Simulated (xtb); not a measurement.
Ga(Me)2(SH) (C₂H₇GaS), SMILES [CH3][Ga]([CH3])[SH]. All values are semi-empirical tight-binding results from xtb (GFN2-xTB unless named), good for trends rather than for accurate numbers. Geometry: GFN2-xTB. The structure was generated by enumeration; whether it is a known compound was not checked. The values are those of a single conformer.

For metal compounds this method's bond lengths and energies can be far off.

- orbital gap: 3.94 eV
- zero-point energy: 47.7 kcal/mol
- G − E(el) at 298.15 K (modified RRHO): 26.2 kcal/mol
